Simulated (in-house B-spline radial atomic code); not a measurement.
A fraction x of an electron is removed from 4p in Ag+, starting from [Kr] 4d10 and keeping the highest spin. Level of theory: scalar-relativistic (X2C) CAM-B3LYP, spin-polarised, spherical fractional occupations, Fermi nucleus of rms radius 4.5454 fm; calculated with a radial B-spline atomic code at the basis-set limit.

Caution: exact exchange at fractional occupations of open shells leaves self-interaction of up to several eV.

```tsv
x	E(x) - E(0) (eV)	4p down level (eV)
0	0.0000	-72.338
0.04	2.9024	-72.784
0.24	17.6866	-75.072
0.32	?	?
0.5	37.6050	-78.168
0.52	39.1708	-78.412
0.72	55.0995	-80.886
0.77	?	?
0.88	68.2029	-82.914
1	78.2452	-84.462
```

Q: What belongs in the row x = 0.32?

A: An energy change of 23.7298 eV; 4p down at -76.011 eV.

Q: What belongs in the row x = 0.77?

A: An energy change of 59.1595 eV; 4p down at -81.515 eV.

Q: Check Janak's theorem between x = 0.04 and 0.24.

A: The slope of the energy is 73.92 eV; the orbital levels give 73.93 eV (-ε of the emptying orbital, averaged over the two points).
